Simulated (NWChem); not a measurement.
CH$_{4}$Cd; SMILES [CH3][CdH]

def2 effective core potentials on Cd; no spin-orbit coupling.

Q: Give the equilibrium geometry at PBE0/def2-SVP with def2 effective core potentials on Cd (NWChem) as a list of bonds and angles, with the point group.

A: point group C3v; any orientation.
Bonds (Å): Cd1–H2 1.677, Cd1–C3 2.114, C3–H4 1.101, C3–H5 1.101, C3–H6 1.101. Bond angles (°): H2–Cd1–C3 179.8, Cd1–C3–H4 111.2, Cd1–C3–H5 110.8, Cd1–C3–H6 111.1, H4–C3–H5 107.9, H4–C3–H6 107.9, H5–C3–H6 107.9.
